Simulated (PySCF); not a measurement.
A side-by-side comparison of computed properties.

First species: C4H15PSi3.
Cartesian coordinates in Å at the GFN2-xTB level; atoms count from 1:
```xyz
23
C4H15PSi3 angstrom
Si     3.5581    1.3516    0.0864
C      2.7268   -0.3086   -0.2951
Si     1.1101   -0.6547    0.6614
P      0.5791   -2.7904    0.1494
Si    -0.5321    0.9464    0.2242
C     -2.2356    0.2384    0.6286
C     -3.4608    0.6912   -0.1148
C     -2.9153   -0.6765   -0.3527
H      2.6560    2.4369   -0.3060
H      3.8396    1.4448    1.5186
H      4.8122    1.4618   -0.6637
H      2.5246   -0.3633   -1.3662
H      3.4311   -1.1150   -0.0855
H      1.4581   -0.7399    2.0960
H     -0.6774   -2.7407    0.7210
H      0.0766   -2.4996   -1.1064
H     -0.5694    1.3570   -1.1906
H     -0.3650    2.1766    1.0121
H     -2.4008   -0.0096    1.6719
H     -3.3409    1.4287   -0.8937
H     -4.3877    0.7882    0.4310
H     -2.4267   -0.8707   -1.2964
H     -3.4656   -1.5256    0.0263
```

Second species: C8H8NP.
InChI=1S/C8H8NP/c1-4-8-9-5-6(2)7(3)10-8/h1,5H,2-3H3

Levels: PBE0/pcSseg-1 for dipole moment, HOMO energy, LUMO energy and HOMO–LUMO gap; GFN2-xTB for rotational constant A and rotational constant C. Geometries: GFN2-xTB. Each species is one conformer at its optimised geometry, gas phase, non-relativistic unless stated. Electronic properties by PySCF.

Dipoles, sizes and rotational constants follow the conformer. The torsions of the flexible species, by atom-mapped SMILES:
- `[SiH3:1][CH2:2][Si@H:3]([PH2:4])[SiH2:5][CH:6]1[CH2:7][CH2:8]1`: Si1–C2–Si3–P4 -173°, C2–Si3–Si5–C6 159°, Si3–Si5–C6–C7 -150°, H–P4–Si3–C2 -170°, H–P4–Si3–C2 -77°

Values for the first species:

* Dipole moment: 1.16 D
* HOMO energy: -7.17 eV
* LUMO energy: -0.39 eV
* HOMO–LUMO gap: 6.78 eV
* Rotational constant A: 1.258 GHz
* Rotational constant C: 0.397 GHz

(1) Estimate the same properties for the second species, and the change in each.

## Answers

(1) 
| property | first | second | second less first |
| --- | --- | --- | --- |
| dipole moment | 1.16 D | 3.09 D | +1.93 D |
| HOMO energy | -7.17 eV | -6.89 eV | +0.28 eV |
| LUMO energy | -0.39 eV | -1.95 eV | -1.56 eV |
| HOMO–LUMO gap | 6.78 eV | 4.94 eV | -1.84 eV |
| rotational constant A | 1.258 GHz | 2.467 GHz | +1.209 GHz |
| rotational constant C | 0.397 GHz | 0.628 GHz | +0.231 GHz |

On the first: The dipole matches unit charges of opposite sign 0.24 Å apart (1 e·Å = 4.8032 D). A dipole of 1.16 D is allowed in C1, and pure rotational transitions are dipole-allowed.

On the second: A dipole of 3.09 D is allowed in Cs, and pure rotational transitions are dipole-allowed. The dipole matches unit charges of opposite sign 0.64 Å apart (1 e·Å = 4.8032 D).
